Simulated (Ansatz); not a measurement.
(1) Predict a relaxed structure of the cluster GeO2⁻, charge -1, doublet, at PBE-D4/def2-TZVPD (Ansatz).

## Answers

(1) 
```tsv
atom	x (Å)	y (Å)	z (Å)
Ge1	0.448	-0.017	-0.127
O2	-0.624	0.404	-1.399
O3	0.175	-0.387	1.526
```
Point group C2v (tolerance 0.1 Å). This is one stationary point.

The highest occupied level of the charge -1 doublet lies above zero (up to 0.21 eV). By energy differences its removal costs 2.95 eV (vertical, to the charge 0 singlet, at PBE-D4/def2-TZVPD); a positive level beside a positive removal energy at the same level points to self-interaction error. The relaxation made no stability test and no search for a lower SCF solution. The structure comes from a short search, and lower isomers may exist.
